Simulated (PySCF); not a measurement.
# Ionisation energy of Te by level of theory

Te [Kr] 4d10 5s2 5p4 (3P) → Te⁺ [Kr] 4d10 5s2 5p3 (4S), as a difference of total energies. All numbers are calculated (PySCF 2.14, scalar relativity by spin-free X2C-1e, in x2c-TZVPPall with one added diffuse shell each of s, p, d, f type (9s7p5d3f, 76 functions)). Correlated levels: valence: [Kr] 4d10 frozen; valence and next inner shell: [Ar] 3d10 frozen. The calculations carry no spin-orbit coupling.

```
                                method  ionisation energy (eV)  error (eV)
                                   UHF                   7.761      -0.988
                                   LDA                   9.042      +0.293
                                   PBE                   8.756      +0.007
                                  PBE0                   8.755      +0.006
                                r2SCAN                   8.791      +0.042
                                 HSE06                   8.811      +0.062
                               LC-wPBE                   8.837      +0.088
                                 TPSSh                   8.749       0.000
                               wB97M-V                   8.759      +0.010
                         MP2 (valence)                   8.367      -0.382
                     SCS-MP2 (valence)                   8.419      -0.330
    MP2 (valence and next inner shell)                   8.438      -0.311
SCS-MP2 (valence and next inner shell)                   8.457      -0.292
```

Reference: 8.749 eV (measured; NIST levels, between the centres of gravity of the two terms).

Errors of the correlated levels include the incompleteness of this basis and the frozen core.
